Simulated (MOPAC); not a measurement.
Job for MOPAC: PM3 on BFH5N (a complex), monomers drawn apart or pushed together.

```
PM3 1SCF PRECISE CHARGE=0 THREADS=1
BFH5N

B      0.90642385 1    -0.12577282 1     0.06132810 1
N     -0.14340758 1     0.57942984 1     0.66532152 1
H      0.66259924 1    -0.82367319 1    -0.87058744 1
H      1.99912322 1    -0.02550304 1     0.52060940 1
H      0.01237531 1     1.27651616 1     1.37837995 1
H     -1.06485966 1     0.63323826 1     0.25705540 1
F     -1.31955090 1    -1.77353720 1     3.14501037 1
H     -0.97988454 1    -1.19572645 1     2.48722358 1
```

Program output:

```
*******************************************************************************
 **                                                                           **
 **                              MOPAC v23.2.5                                **
 **                                                                           **
 *******************************************************************************
 ** MOPAC's Digital Object Identifier: https://doi.org/10.5281/zenodo.6511958 **
 **                                                                           **
 ** Please cite the open-source release paper for use of this MOPAC version:  **
 ** J. E. Moussa and J. J. P. Stewart (2026)                                  **
 ** MOPAC: An open-source semiempirical molecular orbital program             **
 ** J. Open Source Softw., 11(119), 8025, https://doi.org/10.21105/joss.08025 **
 *******************************************************************************

                              PM3 CALCULATION RESULTS

 *******************************************************************************
 *  PM3        - The PM3 Hamiltonian to be used
 *
 *
 *
 *                 CHARGE ON SYSTEM = 0
 *
 *
 *
 *  PRECISE    - TIGHTER CRITERIA TO BE USED
 *  1SCF       - DO 1 SCF AND THEN STOP
 *  THREADS=1  - MULTI-THREADING NOT USED
 *  T=         - A TIME OF 172800.0 SECONDS REQUESTED
 *  DUMP=N     - RESTART FILE WRITTEN EVERY 7200.0 SECONDS REQUESTED
 *******************************************************************************
PM3 1SCF PRECISE CHARGE=0 THREADS=1
 BFH5N

   ATOM   CHEMICAL          X               Y               Z
  NUMBER   SYMBOL      (ANGSTROMS)     (ANGSTROMS)     (ANGSTROMS)

     1       B          0.90642385  *  -0.12577282  *   0.06132810  *
     2       N         -0.14340758  *   0.57942984  *   0.66532152  *
     3       H          0.66259924  *  -0.82367319  *  -0.87058744  *
     4       H          1.99912322  *  -0.02550304  *   0.52060940  *
     5       H          0.01237531  *   1.27651616  *   1.37837995  *
     6       H         -1.06485966  *   0.63323826  *   0.25705540  *
     7       F         -1.31955090  *  -1.77353720  *   3.14501037  *
     8       H         -0.97988454  *  -1.19572645  *   2.48722358  *



          CARTESIAN COORDINATES

    NO.       ATOM           X           Y           Z

     1         B          0.9064     -0.1258      0.0613
     2         N         -0.1434      0.5794      0.6653
     3         H          0.6626     -0.8237     -0.8706
     4         H          1.9991     -0.0255      0.5206
     5         H          0.0124      1.2765      1.3784
     6         H         -1.0649      0.6332      0.2571
     7         F         -1.3196     -1.7735      3.1450
     8         H         -0.9799     -1.1957      2.4872

  H: (PM3): J. J. P. STEWART, J. COMP. CHEM. 10, 209 (1989).
  B: (PM3): J. J. P. STEWART, J. MOL. MOD., 10, 155-164 (2004)
  N: (PM3): J. J. P. STEWART, J. COMP. CHEM. 10, 209 (1989).
  F: (PM3): J. J. P. STEWART, J. COMP. CHEM. 10, 209 (1989).

           Empirical Formula: H5 N B F  =     8 atoms



      MOLECULAR POINT GROUP   :   Cs


      RHF CALCULATION, NO. OF DOUBLY OCCUPIED LEVELS = 10


 -------------------------------------------------------------------------------
 PM3 1SCF PRECISE CHARGE=0 THREADS=1
 BFH5N



     1SCF WAS SPECIFIED, SO BFGS WAS NOT USED
     SCF FIELD WAS ACHIEVED


                              PM3 CALCULATION
                                                       MOPAC v23.2.5 Linux




          FINAL HEAT OF FORMATION =        -73.82924 KCAL/MOL =    -308.90154 KJ/MOL


          COSMO AREA              =        101.72 SQUARE ANGSTROMS
          COSMO VOLUME            =         78.54 CUBIC ANGSTROMS

          IONIZATION POTENTIAL    =         11.626890 EV
          HOMO LUMO ENERGIES (EV) =        -11.627  1.394
          NO. OF FILLED LEVELS    =         10
          MOLECULAR WEIGHT        =         48.8546         POINT GROUP:  Cs

          MOLECULAR DIMENSIONS (Angstroms)

            Atom       Atom       Distance
            F     7    H     4     4.57785
            H     5    H     3     2.99538
            H     4    H     6     2.54238


          SCF CALCULATIONS        =          1





   ATOM   CHEMICAL          X               Y               Z
  NUMBER   SYMBOL      (ANGSTROMS)     (ANGSTROMS)     (ANGSTROMS)

     1       B          0.90642385  *  -0.12577282  *   0.06132810  *
     2       N         -0.14340758  *   0.57942984  *   0.66532152  *
     3       H          0.66259924  *  -0.82367319  *  -0.87058744  *
     4       H          1.99912322  *  -0.02550304  *   0.52060940  *
     5       H          0.01237531  *   1.27651616  *   1.37837995  *
     6       H         -1.06485966  *   0.63323826  *   0.25705540  *
     7       F         -1.31955090  *  -1.77353720  *   3.14501037  *
     8       H         -0.97988454  *  -1.19572645  *   2.48722358  *

                             CARTESIAN COORDINATES

   1    B        0.906423850    -0.125772820     0.061328100
   2    N       -0.143407580     0.579429840     0.665321520
   3    H        0.662599240    -0.823673190    -0.870587440
   4    H        1.999123220    -0.025503040     0.520609400
   5    H        0.012375310     1.276516160     1.378379950
   6    H       -1.064859660     0.633238260     0.257055400
   7    F       -1.319550900    -1.773537200     3.145010370
   8    H       -0.979884540    -1.195726450     2.487223580


           Empirical Formula: H5 N B F  =     8 atoms



      MOLECULAR POINT GROUP   :   Cs


                  EIGENVALUES
 -30.73439 -23.63453 -19.92884 -17.64031 -17.19514 -16.24552 -16.24524 -14.83011
 -11.98124 -11.62689   1.39450   2.19175   3.47305   3.73388   4.93395   5.50673
   5.74723


              NET ATOMIC CHARGES AND DIPOLE CONTRIBUTIONS

  ATOM NO.   TYPE          CHARGE      No. of ELECS.   s-Pop       p-Pop
    1          B          -0.440316        3.4403     1.02089     2.41943
    2          N           0.359041        4.6410     1.21372     3.42724
    3          H           0.040557        0.9594     0.95944
    4          H           0.040555        0.9594     0.95945
    5          H           0.001816        0.9982     0.99818
    6          H           0.001816        0.9982     0.99818
    7          F          -0.166581        7.1666     1.64051     5.52607
    8          H           0.163112        0.8369     0.83689
 DIPOLE           X         Y         Z       TOTAL
 POINT-CHG.    -1.367     1.599     0.396     2.140
 HYBRID        -0.189     0.913    -0.342     0.993
 SUM           -1.556     2.512     0.054     2.955


          ATOMIC ORBITAL ELECTRON POPULATIONS

     Atom    s        px        py        pz
    1  B   1.02089   0.90819   0.71471   0.79652
    2  N   1.21372   1.02839   1.22762   1.17122
    3  H   0.95944
    4  H   0.95945
    5  H   0.99818
    6  H   0.99818
    7  F   1.64051   1.93750   1.82145   1.76713
    8  H   0.83689

 **********************
 *                    *
 * JOB ENDED NORMALLY *
 *                    *
 **********************




 == MOPAC DONE ==
```

The run finished.

Cost: roughly 0.020 core-seconds.
